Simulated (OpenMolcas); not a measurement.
**In II: terms and fine structure**

```json
{"Program": "OpenMolcas", "Method": "SS-CASPT2, IPEA 0.25 Eh, imaginary shift 0.1 Eh (closed shells correlated: 4d)", "Basis": "ANO-RCC-VTZP [7s6p4d2f1g]", "Scalar Hamiltonian": "DKH2, point nucleus", "Active space": "2 electrons in 4 orbitals (5s 5p)", "State averaging": "2S+1 = 3 even, 3 roots; 2S+1 = 1 even, 7 roots kept (CI in the orbitals of an earlier block); 2S+1 = 3 odd, 3 roots; 2S+1 = 1 odd, 3 roots kept (CI in the orbitals of an earlier block)", "Spin-orbit coupling": "state interaction with AMFI integrals over the reference wave functions, term energies averaged over their components"}
```

With spin-orbit coupling, above the lowest level:

```csv
Configuration,Term,J,E (cm-1),Measured (cm-1),Term weight %,Second
5s2,1S,0,0.0,0.0,100,
5s 5p,3P*,0,40830,42276,100,
5s 5p,3P*,1,41670,43351,99,
5s 5p,3P*,2,43640,45830,100,
5s 5p,1P*,1,60180,63038,99,
5p2,3P,0,100730,101608,98,
5p2,3P,1,101940,103249,100,
5p2,3P,2,102970,105565,74,26 1D
5p2,1D,2,105820,97628,74,26 3P
5p2,1S,0,119610,121289,98,
```

Against the 9 measured excited levels shown (NIST Handbook of Basic Atomic Spectroscopic Data) the mean absolute deviation is 2500 cm-1; the largest miss in energy is 5p2 1D2 [74 %]: computed 105820, measured 97628 cm-1 (+8.4 %). Levels of one J stand in another order than measured, so their pairing by name is doubtful.

Spin-orbit coupling puts the lowest level 2.8 cm-1 below the lowest spin-free term.

Term energies are means over components that CASPT2 splits; among the terms shown or strongly mixed into the levels shown the widest spread is 610 cm-1 (5p2 1D). Some levels mix across a computed gap that differs much from the measured one, so their mixing is not that of the real levels. Terms from blocks run as CI alone lack orbitals of their own. The ¹D term of p² mixes with s d, which this space lacks. Measured partners are found by configuration, term and J. A level has none where our copy of the source lacks it or the pairing is in doubt (some pairs that miss far off the trend of their configuration count as doubtful), and it then counts in no deviation. Only configurations of the active space appear.

The term weight is that of the spin-free term in the level, not the purity of its configuration. A share in square brackets marks a mixed level and gives the weight of the term that names it. * marks odd parity.
